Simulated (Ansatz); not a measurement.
Computed with Ansatz on PBE0-D4/def2-TZVP structures; ΔE is electronic, products minus reactants. CBS: MP2 limit from def2 TZ/QZ plus the TZ coupled-cluster correction, frozen cores. This one scheme is used for every species. DFT in def2-TZVPP. B3LYP here is the variant with VWN-RPA as its local correlation; programs differ in this. One conformer a species, not always the lowest.

`OB(F)[SiH2]S` + `COC=O` → `O=COC[SiH2]S` + `OBF`  (formal exchange of groups at the Si–B bond)

```json
{"level": "PBE-D4", "ΔE (kJ/mol)": "2.0", "difference from CCSD(T)/CBS": "7.9"}
{"level": "r2SCAN-D4", "ΔE (kJ/mol)": "-2.3", "difference from CCSD(T)/CBS": "3.6"}
{"level": "PBE0-D4", "ΔE (kJ/mol)": "0.7", "difference from CCSD(T)/CBS": "6.6"}
{"level": "B3LYP-D4", "ΔE (kJ/mol)": "-4.2", "difference from CCSD(T)/CBS": "1.7"}
{"level": "ωB97X-V", "ΔE (kJ/mol)": "-2.0", "difference from CCSD(T)/CBS": "3.9"}
{"level": "ωB97M-V", "ΔE (kJ/mol)": "-6.9", "difference from CCSD(T)/CBS": "-1.0"}
{"level": "B2PLYP", "ΔE (kJ/mol)": "-4.6", "difference from CCSD(T)/CBS": "1.3"}
{"level": "PBE", "ΔE (kJ/mol)": "4.2", "difference from CCSD(T)/CBS": "10.1"}
{"level": "r2SCAN", "ΔE (kJ/mol)": "-1.4", "difference from CCSD(T)/CBS": "4.5"}
{"level": "PBE0", "ΔE (kJ/mol)": "2.7", "difference from CCSD(T)/CBS": "8.6"}
{"level": "B3LYP", "ΔE (kJ/mol)": "-1.0", "difference from CCSD(T)/CBS": "4.9"}
{"level": "HF/def2-TZVPP", "ΔE (kJ/mol)": "-3.8", "difference from CCSD(T)/CBS": "2.1"}
{"level": "MP2/def2-TZVPP", "ΔE (kJ/mol)": "-10.2", "difference from CCSD(T)/CBS": "-4.3"}
{"level": "SCS-MP2/def2-TZVPP", "ΔE (kJ/mol)": "-8.6", "difference from CCSD(T)/CBS": "-2.7"}
{"level": "CCSD/def2-TZVPP", "ΔE (kJ/mol)": "-4.2", "difference from CCSD(T)/CBS": "1.7"}
{"level": "CCSD(T)/def2-TZVPP", "ΔE (kJ/mol)": "-4.8", "difference from CCSD(T)/CBS": "1.1"}
{"level": "HF/def2-QZVPP", "ΔE (kJ/mol)": "-4.4", "difference from CCSD(T)/CBS": "1.5"}
{"level": "MP2/def2-QZVPP", "ΔE (kJ/mol)": "-11.1", "difference from CCSD(T)/CBS": "-5.2"}
{"level": "SCS-MP2/def2-QZVPP", "ΔE (kJ/mol)": "-9.4", "difference from CCSD(T)/CBS": "-3.5"}
{"level": "HF/CBS(def2)", "ΔE (kJ/mol)": "-4.5", "difference from CCSD(T)/CBS": "1.4"}
{"level": "MP2/CBS(def2)", "ΔE (kJ/mol)": "-11.3", "difference from CCSD(T)/CBS": "-5.4"}
{"level": "CCSD/CBS(def2)", "ΔE (kJ/mol)": "-5.3", "difference from CCSD(T)/CBS": "0.6"}
{"level": "CCSD(T)/CBS", "ΔE (kJ/mol)": "-5.9", "difference from CCSD(T)/CBS": "0"}
```

Largest T1 diagnostic among the species: 0.015.

The D4 term adds −3.2 kJ/mol with B3LYP and −2.0 kJ/mol with PBE0; it sums over pairs of atoms, weighted by their polarisabilities, and B3LYP, whose exchange is more repulsive, gets the larger term.
